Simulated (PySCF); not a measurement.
This PySCF input asks for the NMR shieldings of `C1C[C@]2(Cl)C=C(B)[C@H]1[C@H]2B`, C7H11B2Cl; the geometry comes from GFN2-xTB.

```python
import basis_set_exchange as bse
import numpy as np
from pyscf import gto, dft
from pyscf.prop import nmr

atoms = """
B     2.473055   -0.108209   -1.218706
C     1.073530   -0.190476   -0.606515
C     0.269647   -1.269123   -0.517823
C    -0.959928   -0.875242    0.236641
Cl   -2.348513   -1.954502    0.058989
C    -0.515404   -0.687336    1.707095
C     0.388209    0.554097    1.618065
C     0.327956    0.921595    0.117591
C    -1.139105    0.579182   -0.236397
B    -1.540672    0.850586   -1.732117
H     2.885221   -1.010467   -1.836792
H     3.124618    0.851953   -1.070010
H     0.472300   -2.271666   -0.848282
H    -1.389028   -0.514045    2.334828
H     0.005762   -1.568246    2.079737
H     1.411607    0.342996    1.927003
H     0.006163    1.370445    2.230591
H     0.661958    1.930457   -0.108007
H    -1.822517    1.121876    0.426271
H    -1.844698   -0.013897   -2.454466
H    -1.549082    1.956965   -2.108166
"""
names = dict.fromkeys(["B", "C", "Cl", "H"], "pcSseg-1")
basis = {el: gto.basis.parse(bse.get_basis(n, elements=[el], fmt="nwchem")) for el, n in names.items()}
mol = gto.M(atom=atoms, basis=basis, charge=0, verbose=0)
mf = dft.RKS(mol, xc="PBE0")
mf.grids.level = 2
mf.grids.alignment = dft.numint.BLKSIZE   # the property module wants whole blocks of grid points
mf.conv_tol = 1e-9
mf.kernel()

calc = nmr.RKS(mf)   # GIAO
C = mf.mo_coeff
Co = C[:, mf.mo_occ > 0]
resp = mf.gen_response(singlet=True, hermi=2)
def vind(x):   # induced exchange potential for any number of trial vectors
    d = np.einsum("pi,xij,qj->xpq", C, 2 * x.reshape(-1, C.shape[1], Co.shape[1]), Co, optimize=True)
    return np.einsum("xpq,pi,qj->xij", resp(d - d.transpose(0, 2, 1)), C, Co, optimize=True).ravel()
mo1, _ = nmr.rhf.solve_mo1(calc, with_cphf=vind)
sigma = calc.kernel(mo1)
for i, s in enumerate(sigma):   # ppm
    w = np.linalg.eigvalsh((s + s.T) / 2)
    print("%2d %-2s iso %8.1f  s11 %8.1f  s22 %8.1f  s33 %8.1f" % (i, mol.atom_pure_symbol(i), w.mean(), *w))
```

Q: Give the expected output.

A: 
```
 0 B  iso     31.6  s11    -22.0  s22    -11.4  s33    128.3
 1 C  iso     19.6  s11    -81.0  s22    -23.9  s33    163.8
 2 C  iso      3.3  s11    -92.7  s22    -20.4  s33    123.1
 3 C  iso    103.6  s11     82.9  s22     99.5  s33    128.5
 4 Cl iso    813.3  s11    645.5  s22    728.9  s33   1065.6
 5 C  iso    149.7  s11    127.3  s22    146.6  s33    175.2
 6 C  iso    153.7  s11    141.5  s22    147.9  s33    171.7
 7 C  iso    134.7  s11    121.8  s22    135.7  s33    146.7
 8 C  iso    111.5  s11     76.0  s22    116.5  s33    142.1
 9 B  iso      9.1  s11    -64.7  s22    -38.6  s33    130.5
10 H  iso     25.0  s11     19.2  s22     27.3  s33     28.5
11 H  iso     24.9  s11     19.0  s22     27.2  s33     28.6
12 H  iso     24.2  s11     21.3  s22     24.0  s33     27.4
13 H  iso     29.4  s11     24.6  s22     29.0  s33     34.6
14 H  iso     30.0  s11     25.1  s22     28.3  s33     36.7
15 H  iso     30.5  s11     25.7  s22     27.8  s33     38.1
16 H  iso     29.4  s11     24.5  s22     27.2  s33     36.5
17 H  iso     28.2  s11     24.9  s22     25.0  s33     34.6
18 H  iso     29.8  s11     25.3  s22     28.3  s33     35.7
19 H  iso     23.7  s11     14.2  s22     26.9  s33     30.0
20 H  iso     23.7  s11     16.0  s22     26.4  s33     28.9
```

These numbers come from an equivalent density-fitted implementation of the same equations, which agrees with the script to about 0.01 ppm for H and up to a few tenths of a ppm for heavy atoms, so last digits may differ.

Size and cost of the density-fitted run: 232 basis functions, 99 s wall time on 1 thread of an Arm Neoverse N1, shared host; peak memory 1.1 GiB.
